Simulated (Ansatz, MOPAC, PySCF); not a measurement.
Molecule: PH$_{5}$, net charge 0, singlet state. SMILES: [H][P@TB5]([H])([H])([H])[H]
Structure (B3LYP-D3(BJ)/def2-TZVP (Ansatz, a program for electronic structure) minimum search):
```
P
H 1 1.4251
H 1 1.4251 2 120.00
H 1 1.4251 2 120.00 3 -180.00
H 1 1.4787 2 90.00 4 -90.00
H 1 1.4787 2 90.00 5 180.00
```

Wanted: vertical ionisation energy to the doublet, in eV. Conventions: spin-orbit terms left out; UHF or UKS for open shells; dispersion terms only where a functional's name holds one; non-relativistic; 6-31G* and kin with 6d, 5d where marked; valence correlation only; each state is the SCF solution reached for its charge and spin. Basis-set limits of correlation are two-point, X^-3; Hartree-Fock from the larger set. [CCSD(T)-MP2]/basis is that difference in the basis named. First-principles rows: single points at B3LYP-D3(BJ) geometries (Ansatz). Semi-empirical rows: differences of heats of formation at the shared geometry for vertical values.

```tsv
species	coefficient	E at HF/6-31G* (Ansatz), Eh	E at M06-2X/def2-TZVPD (PySCF), Eh	heat of formation at MNDO (MOPAC), kcal/mol
charge 1, doublet	+1	-343.20183	-343.90480	283.27
charge 0, singlet	-1	-343.49927	-344.22619	99.11
```

Coupled cluster (Ansatz) is a level with limits of its own, used here on species with T1 under 0.025 (0.045 for open shells) and stable references: RI-MP2/CBS(aug-cc-pV(T+d)Z,aug-cc-pV(Q+d)Z)+[CCSD(T)-MP2]/aug-cc-pV(T+d)Z. Value to compare with, RI-MP2/CBS(aug-cc-pV(T+d)Z,aug-cc-pV(Q+d)Z)+[CCSD(T)-MP2]/aug-cc-pV(T+d)Z (Ansatz): 8.92 eV. 1 Eh = 27.2114 eV and 1 eV = 23.0605 kcal/mol.

Task: Work the quantity out at each level, and compare with RI-MP2/CBS(aug-cc-pV(T+d)Z,aug-cc-pV(Q+d)Z)+[CCSD(T)-MP2]/aug-cc-pV(T+d)Z (Ansatz).

Result: 
- HF/6-31G*: the sum of coefficient times E is 0.29744 Eh, or 8.094 eV. Result: 8.09 eV. Its difference against RI-MP2/CBS(aug-cc-pV(T+d)Z,aug-cc-pV(Q+d)Z)+[CCSD(T)-MP2]/aug-cc-pV(T+d)Z (Ansatz) is -0.83 eV.
- M06-2X/def2-TZVPD: the sum of coefficient times E is 0.32139 Eh, or 8.745 eV. Result: 8.75 eV. Its difference against RI-MP2/CBS(aug-cc-pV(T+d)Z,aug-cc-pV(Q+d)Z)+[CCSD(T)-MP2]/aug-cc-pV(T+d)Z (Ansatz) is -0.17 eV.
- MNDO: the sum of coefficient times heat of formation is 184.16 kcal/mol, or 7.99 eV. Its difference against RI-MP2/CBS(aug-cc-pV(T+d)Z,aug-cc-pV(Q+d)Z)+[CCSD(T)-MP2]/aug-cc-pV(T+d)Z (Ansatz) is -0.93 eV.
